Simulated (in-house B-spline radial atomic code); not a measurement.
Values are calculated unless marked as measured or tabulated.
## Se in an electron gas of r_s = 1.8: phase shifts, screening and friction

A nucleus sits in a uniform electron gas with a rigid positive background. The Kohn-Sham equations are solved self-consistently in the spin-unpolarised LDA (PW92), non-relativistic, on B-splines with outgoing waves at the boundary and partial waves to l = 8. The model has no lattice, no bands and no magnetic solution. Atomic units; δ_l are the phase shifts at the Fermi level, counted so that each bound state adds π, and good to about 0.0005.

The density parameter is r_s = 1.8 bohr.

```json
{"l": "0", "δ_l (rad)": "10.3565"}
{"l": "1", "δ_l (rad)": "7.8016"}
{"l": "2", "δ_l (rad)": "3.7208"}
{"l": "3", "δ_l (rad)": "0.1113"}
{"l": "4", "δ_l (rad)": "0.0215"}
{"l": "5", "δ_l (rad)": "0.0049"}
{"l": "6", "δ_l (rad)": "0.0012"}
{"l": "7", "δ_l (rad)": "0.0004"}
{"l": "8", "δ_l (rad)": "0.0002"}
```

Bound levels below the band bottom (hartree): p -50.97, s -7.055, p -5.061, d -1.522, s -0.2485 and deeper ones.

(1) Check the Friedel sum rule, and say where the screening charge sits.

(2) Find the transport cross section and the electronic stopping of a 2 keV Se ion (mass 78.97 u).

Answers

(1) k_F = (9π/4)^(1/3)/r_s = 1.06620. The rule is Z = (2/π) Σ (2l + 1) δ_l. The terms are s 6.593, p 14.900, d 11.844, f 0.496 and 0.173 beyond, in all 34.006 against Z = 34. Bound states hold 8 s, 12 p, 10 d electrons, so the scattering states carry 4.01 in all; where a term is smaller than its bound count, the bound level has drawn weight out of the band.

(2) σ_tr = (4π/k_F²) Σ (l + 1) sin²(δ_l − δ_(l+1)). The terms for l = 0 to 3 are 0.3065, 1.3028, 0.6103, 0.0322, all together 2.2532, so σ_tr = 11.054 × 2.2532 = 24.907 bohr². With n = 3/(4π r_s³) = 0.04093, the friction coefficient is Q = n k_F σ_tr = 1.0871. For v well below v_F = 1.066, dE/dx = Q v; with 24801 eV per u at v = 1, v = √(2000/(24801 × 78.97)) = 0.0320, so dE/dx = 0.03474 hartree/bohr = 17.9 eV/nm. The largest term couples the p and d waves.
